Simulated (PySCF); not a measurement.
C5H9BO3.
Geometry (PBE0-D3(BJ)/def2-SVP, Å), atoms numbered from 1 in this order:
```
atom  x, y, z in Å
C1     3.2025    0.1187   -0.4210
O2     1.8842   -0.1086   -0.0208
C3     0.9497    0.2032   -0.9934
C4    -0.4443    0.0345   -0.4769
O5    -1.3602    0.1443   -1.3557
B6    -2.8090    0.2935   -0.8819
O7    -2.9663   -0.6576    0.3065
C8    -1.9966   -0.7554    1.1199
C9    -0.7128   -0.2863    0.8563
H10    3.3825    1.1855   -0.6579
H11    3.8583   -0.1724    0.4101
H12    3.4719   -0.4814   -1.3114
H13    1.0470   -0.4268   -1.9023
H14    1.0387    1.2560   -1.3393
H15   -2.9466    1.4354   -0.4609
H16   -3.5515   -0.0556   -1.7718
H17   -2.2123   -1.3037    2.0495
H18    0.1021   -0.3994    1.5667
```

Computed with PySCF at PBE0/pcSseg-1, non-relativistic, on one gas-phase PBE0-D3(BJ)/def2-SVP geometry that isn't relaxed in the solvent. The solvent is an IEF-PCM continuum (van der Waals radii × 1.2). Specific hydrogen bonds and non-electrostatic terms are outside this model.

```csv
run,E − E(gas) (kcal/mol),HOMO (eV),HOMO–LUMO gap (eV),dipole (D)
gas,0.00,-7.05,4.89,5.17
P,-7.40,-7.27,5.16,6.24
Q,-5.60,-7.22,5.10,5.99
```

The runs were made in acetone and chloroform. Which run belongs to which solvent?

P = acetone, Q = chloroform. The dielectric constants are 4.711 (chloroform), 20.49 (acetone), and the energy falls further as ε rises. In this model the ground state sees the solvent through ε alone.

How constant is the ratio of the lowering to (ε − 1)/(2ε + 1)?

```json
{"solvent": "chloroform", "(ε − 1)/(2ε + 1)": "0.356", "E − E(gas) (kcal/mol)": "-5.60", "ratio (kcal/mol)": "-15.7", "polarisation term (kcal/mol)": "-6.29"}
{"solvent": "acetone", "(ε − 1)/(2ε + 1)": "0.464", "E − E(gas) (kcal/mol)": "-7.40", "ratio (kcal/mol)": "-15.9", "polarisation term (kcal/mol)": "-8.61"}
```

The ratio changes by +1.3 % in size from chloroform to acetone. The polarisation term is half the interaction of the solute with the induced surface charges.
